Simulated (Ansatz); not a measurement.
Stretching the C2–H3 bond in CH5GeN (SMILES [CH3][Ge][NH2]) (multiplicity 1 held, fragments rigid). Energies count from the point at 1.091 Å.
Geometry at that point (charge 0, multiplicity 1):
```xyz
8

Ge    -0.21704    -0.01007     0.44525
C      0.73026     1.39571    -0.65096
H      0.39073     2.39683    -0.38075
H      0.59421     1.25013    -1.72469
H      1.80124     1.34067    -0.42975
N     -0.03644    -1.35483    -0.78605
H      0.40265    -1.26538    -1.69148
H     -0.37012    -2.29050    -0.61313
```

Signs of static correlation in cc-pVDZ, with CASSCF(2,2), from Ansatz (a first-principles code) runs.

| R (Å) | T1 of restricted CCSD | ⟨S²⟩ of UHF | largest double amplitude of restricted CCSD | weight of the CASSCF reference in MRCISD | CASSCF natural occupations |
|---|---|---|---|---|---|
| 0.873 | 0.017 | 0.000 | 0.066 | 0.879 | 1.99 0.01 |
| 0.982 | 0.017 | 0.000 | 0.066 | 0.878 | 1.99 0.01 |
| 1.091 | 0.017 | 0.000 | 0.066 | 0.878 | 1.98 0.02 |
| 1.200 | 0.017 | 0.000 | 0.067 | 0.878 | 1.98 0.02 |
| 1.309 | 0.017 | 0.000 | 0.067 | 0.878 | 1.97 0.03 |
| 1.473 | 0.018 | 0.000 | 0.067 | 0.878 | 1.94 0.06 |
| 1.637 | 0.019 | 0.000 | 0.067 | 0.878 | 1.91 0.09 |
| 1.909 | 0.022 | ? | 0.151 | 0.878 | 1.83 0.17 |
| 2.182 | 0.028 | ? | 0.178 | 0.878 | 1.72 0.28 |
| 2.510 | 0.039 | 0.927 | 0.387 | 0.878 | 1.54 0.46 |
| 2.946 | 0.055 | 0.989 | 0.579 | 0.878 | 1.33 0.67 |
| 3.492 | 0.069 | 1.009 | 0.759 | 0.879 | 1.15 0.85 |

Problem. Some entries are withheld; supply them.

Solution. 
- 1.909, ⟨S²⟩ of UHF: 0.532
- 2.182, ⟨S²⟩ of UHF: 0.795

Doubts at one or more of the structures used: a restricted determinant that unrestricted orbitals would lower (R-CCSD(T)/cc-pVDZ); other coupled-cluster roots lie near (R-CCSD(T)/cc-pVDZ); T1 above 0.05 (R-CCSD(T)/cc-pVDZ, U-CCSD(T)/cc-pVDZ); a spin-contaminated determinant (U-CCSD(T)/cc-pVDZ).
